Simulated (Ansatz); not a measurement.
`C[NH][Al]([CH3])[F]` + HCl → `C[NH][Al]([CH3])[Cl]` + H–F at 700 K and 1 bar (ligand exchange at the Al–F bond).

Gas-phase electronic energies from Ansatz, PBE0-D4/def2-TZVP geometries. CCSD(T)/CBS is the MP2 limit (def2-TZVPP, def2-QZVPP) plus CCSD(T) − MP2 in def2-TZVPP, frozen cores. This one scheme is used for every species. One conformer a species, not always the lowest.

| species | CCSD(T)/CBS energy (Eh) | H − E (kJ/mol) | S (J/(mol·K)) |
| --- | --- | --- | --- |
| `C[NH][Al]([CH3])[F]` | -476.95256 | 328.7 | 494.2 |
| HCl | -460.38127 | 38.4 | 211.8 |
| `C[NH][Al]([CH3])[Cl]` | -836.93186 | 327.8 | 506.8 |
| H–F | -100.39570 | 45.2 | 198.5 |

H − E and S are ideal-gas, rigid-rotor, harmonic terms from PBE0-D4/def2-TZVP, for one conformer and one mirror image of each species. 1 Eh = 2625.50 kJ/mol, R = 8.31446 J/(mol·K).

**Question.** By hand: ΔE, ΔH, ΔS and ΔG.

**Answer.** ΔE = (-836.93186) + (-100.39570) − (-476.95256) − (-460.38127) = 0.00627 Eh = 16.5 kJ/mol. Δ(H − E) = 327.8 + 45.2 − 328.7 − 38.4 = 5.9, so ΔH = 22.4 kJ/mol. ΔS = 506.8 + 198.5 − 494.2 − 211.8 = -0.7 J/(mol·K). ΔG = 22.4 − 700 × (-0.7)/1000 = 22.9 kJ/mol.

**Question.** By hand: the equilibrium constant, and the temperature at which ΔG would vanish if ΔH and ΔS stayed fixed.

**Answer.** log₁₀ K = −ΔG/(RT ln 10) = -1.7. ΔH and −TΔS have one sign here, so there is no such temperature.

The number of gas molecules stays the same, so ΔS is small and ΔH decides. A doubt of 5 kJ/mol in ΔE shifts log₁₀ K by 0.4 here. Other conformers and mirror images would add mixing entropy, several J/(mol·K) or more a flexible species. Modes under 60 cm⁻¹, often nearly free rotors, make the harmonic entropy too high. These are equilibria of isolated gas molecules and say nothing of rates. Largest T1 diagnostic: 0.011 (customary marks: 0.02 for closed shells, 0.045 for open ones).

ΔS is within the doubt of such terms, so its sign, and with it that verdict, could turn.
